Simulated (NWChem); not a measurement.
Molecule: GeSiH6O; SMILES [OH][GeH2][SiH3]

```xyz
9

O      1.0903    -1.5392    -0.0586
Ge    -0.3802    -0.5182    -0.0012
Si     0.2199     1.7983    -0.0105
H      1.6806    -1.3748     0.6841
H     -1.1521    -0.9229    -1.2661
H     -1.2161    -0.8695     1.2528
H      1.0956     2.0979     1.1652
H     -1.0059     2.6511     0.0775
H      0.9641     2.1371    -1.2608
```
Atoms are numbered in this order, from 1.

The geometry was optimised at PBE0/def2-SVP.

### Question
List the 6 lowest vertical singlet excitations and the 6 lowest triplet ones from PBE/6-31G* (spherical d), full TDDFT (NWChem).

### Answer
| state | energy (eV) | oscillator strength | leading excitation (squared amplitude) |
|---|---|---|---|
| S1 | 5.41 | 0.007 | HOMO → LUMO (0.98) |
| S2 | 6.47 | 0.037 | HOMO → LUMO+2 (0.62) |
| S3 | 6.49 | 0.081 | HOMO → LUMO+1 (0.54) |
| S4 | 6.56 | 0.025 | HOMO−1 → LUMO (0.82) |
| S5 | 7.29 | 0.007 | HOMO−2 → LUMO (0.78) |
| S6 | 7.44 | 0.039 | HOMO−1 → LUMO+1 (0.49) |
| T1 | 4.93 | spin-forbidden | HOMO → LUMO (0.99) |
| T2 | 5.82 | spin-forbidden | HOMO → LUMO+1 (0.96) |
| T3 | 5.98 | spin-forbidden | HOMO−1 → LUMO (0.95) |
| T4 | 6.04 | spin-forbidden | HOMO → LUMO+2 (0.94) |
| T5 | 6.83 | spin-forbidden | HOMO−2 → LUMO (0.90) |
| T6 | 6.94 | spin-forbidden | HOMO−1 → LUMO+1 (0.94) |
